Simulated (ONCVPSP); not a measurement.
# An all-electron radial function and its pseudo partner (technetium)

Columns: radius, all-electron u(r) and pseudo u(r) of the 4s shell (level -73.77 eV) of technetium in the configuration [Ar] 3d10 4s2 4p6 4d5 5s1.75 5p0.25; PBE, scalar-relativistic, ONCV scheme, ONCVPSP 4.0.1.

| r (bohr) | all-electron | pseudo |
| --- | --- | --- |
| 0.115 | 0.3733 | 0.0662 |
| 0.230 | -0.3880 | 0.1627 |
| 0.345 | -0.5883 | 0.3067 |
| 0.460 | -0.1739 | 0.4933 |
| 0.575 | 0.3708 | 0.6980 |
| 0.690 | 0.7952 | 0.8853 |
| 0.805 | 1.0406 | 1.0217 |
| 0.920 | 1.1304 | 1.0869 |
| 1.035 | 1.1097 | 1.0782 |
| 1.150 | 1.0227 | 1.0087 |
| 1.265 | 0.9035 | 0.8998 |
| 1.380 | 0.7747 | 0.7743 |
| 1.495 | 0.6500 | 0.6500 |
| 1.610 | 0.5366 | 0.5366 |
| 1.725 | 0.4375 | 0.4375 |
| 1.840 | 0.3533 | 0.3533 |
| 1.955 | 0.2832 | 0.2832 |
| 2.070 | 0.2256 | 0.2256 |
| 2.185 | 0.1788 | 0.1788 |
| 2.300 | 0.1412 | 0.1412 |
| 2.415 | 0.1111 | 0.1111 |
| 2.530 | 0.0872 | 0.0872 |
| 2.645 | 0.0682 | 0.0682 |
| 2.760 | 0.0533 | 0.0533 |
| 2.875 | 0.0416 | 0.0416 |
| 2.990 | 0.0324 | 0.0324 |

(1) How many radial nodes do the two functions have?

(2) At about which radius was the pseudo-wave matched?

(3) Is the pseudo-wave norm-conserving?

Results:

(1) The all-electron 4s function has n − l − 1 = 3 (the table is too coarse to show those close to the nucleus); the pseudo-wave has 0, since the states of the same l below it are removed with the core.

(2) 1.50 bohr. The columns agree to 0.0005 from 1.38 bohr on; several derivatives are matched, so the curves merge somewhat inside the radius.

(3) Yes: the ONCV scheme keeps the norm inside the radius equal to the all-electron one, which fixes the energy derivative of the logarithmic derivative at the level.
